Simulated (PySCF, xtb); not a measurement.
FHOTe, SMILES O[Te]F.

GFN2-xTB (xtb) at its own geometry gives an orbital gap of 3.26 eV and a dipole moment of 3.18 D.

Geometry optimised at B3LYP-D3(BJ)/def2-TZVP. The def2 effective core potentials stand for the cores of Te; spin–orbit coupling is left out. Other conformers were not sampled.

Q: What does PBE/def2-TZVPD (PySCF) give? (An estimate is asked for; the answer gives what the named calculation found.)

A: gap 2.22 eV (levels -5.33 and -3.12 eV), dipole 2.28 D.
